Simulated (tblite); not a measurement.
`C=Cc1cp(CC)cc1C`. Computed geometry: GFN2-xTB, gas phase.

```
atom  x, y, z in Å
C1    -2.7985    1.4890    1.2056
C2    -2.2797    0.3031    0.9085
C3    -1.1005    0.0944    0.0857
C4    -0.1244    1.0117   -0.1298
P5     1.0864    0.4340   -1.3230
C6     2.5794    0.1374   -0.2299
C7     3.2749    1.4430    0.1225
C8     0.3156   -1.1913   -1.2736
C9    -0.8332   -1.1837   -0.5700
C10   -1.7534   -2.3523   -0.4382
H11   -2.3765    2.4065    0.8322
H12   -3.6736    1.5845    1.8252
H13   -2.7574   -0.5924    1.2837
H14   -0.1319    2.0150    0.2612
H15    3.2513   -0.5118   -0.7966
H16    2.2561   -0.3928    0.6685
H17    2.6161    2.0850    0.7033
H18    4.1695    1.2462    0.7112
H19    3.5654    1.9777   -0.7798
H20    0.6766   -2.0278   -1.8495
H21   -1.8023   -2.6864    0.5986
H22   -1.4044   -3.1804   -1.0506
H23   -2.7603   -2.0815   -0.7550
```

Q: How far are the heavy atoms from their best plane (unweighted least squares)?

A: 0.426 Å rms; C1 0.07, C2 0.32, C3 0.03, C4 0.40, P5 0.90, C6 0.53, C7 0.42, C8 0.32, C9 0.02, C10 0.44 Å (magnitudes).

Q: What is the longest distance between nuclei?

A: H12···H18, 7.93 Å; the next longest distance is 7.83 Å.

Q: Work out the bond lengths C6–H16, C7–H17, C8–C9, C10–H21, C10–H23 in Å.

A: For C6–H16 the difference vector is (-0.3233, -0.5302, 0.8984) Å, of length 1.0921 Å. C6–H16 1.092; C7–H17 1.088; C8–C9 1.347; C10–H21 1.090; C10–H23 1.090 Å.

Q: How far apart are these pairs, which share no bond: C1···H22, C1···H23, C7···C9, H15···H17, H16···H18, H19···H21?

A: C1···H22 5.370 Å (5 bonds apart); C1···H23 4.074 Å (5 bonds apart); C7···C9 4.925 Å (4 bonds apart); H15···H17 3.065 Å (3 bonds apart); H16···H18 2.520 Å (3 bonds apart); H19···H21 7.243 Å (7 bonds apart).

Q: What are the angles H11–C1–H12, C4–C3–C9, P5–C4–H14, C4–P5–C6, C7–C6–H15, P5–C8–C9?

A: From the scalar product of the two bond vectors; for H11–C1–H12 it is -0.5130 Å² over 1.0767 × 1.0765 Å², cos θ = -0.4426. H11–C1–H12 116.3°; C4–C3–C9 112.9°; P5–C4–H14 123.1°; C4–P5–C6 101.6°; C7–C6–H15 110.4°; P5–C8–C9 112.0°.

Q: Where is the centre of mass (commonest isotopes), and what is the radius of gyration?

A: Mass 152.075 u; centre at (0.017, 0.068, -0.284) Å; Rg = √(Σ m r²/M) = 2.413 Å. As Ia + Ib + Ic = 2 Σ m r², the three principal moments sum to 1771.6 u·Å².

Q: What is the repulsion energy of the bare nuclei, Σ ZA·ZB/RAB?

A: 586.97 Eh over 253 pairs, with full nuclear charges and distances in bohr; the largest single term is 26.53 Eh (C4 with P5).

Q: Give the dihedral angles H20–C8–C9–C10, P5–C6–C7–H19, C3–C4–P5–C8, C3–C9–C10–H23.

A: H20–C8–C9–C10 3° (synperiplanar); P5–C6–C7–H19 -57° (synclinal); C3–C4–P5–C8 -9° (synperiplanar); C3–C9–C10–H23 56° (synclinal). Dihedral signs follow IUPAC: positive where, seen along the central bond, the front bond turns clockwise onto the rear one.

Q: Write the matrix of distances between heavy atoms (Å, lower triangle).

A: 
```
C1    0.000
C2    1.328  0.000
C3    2.466  1.453  0.000
C4    3.027  2.495  1.357  0.000
P5    4.754  4.041  2.623  1.795  0.000
C6    5.728  4.993  3.694  2.843  1.874  0.000
C7    6.169  5.725  4.579  3.436  2.810  1.521  0.000
C8    4.799  3.705  2.346  2.521  1.799  2.825  4.201  0.000
C9    3.763  2.547  1.461  2.349  2.621  3.675  4.925  1.347  0.000
C10   4.307  3.024  2.586  3.750  4.076  5.002  6.325  2.515  1.493  0.000
```

Its GFN2-xTB frequencies are all real (lowest 54 cm⁻¹). One conformer, not necessarily the lowest. 3 starts were optimised and ended at 0.00, 0.07 and 1.39 kcal/mol (GFN2-xTB); the lowest of these is shown.

Hardware: an Arm Neoverse N1 with one thread, on a shared host. Cost: 1.2 s wall. That covers the optimisation of the geometry.
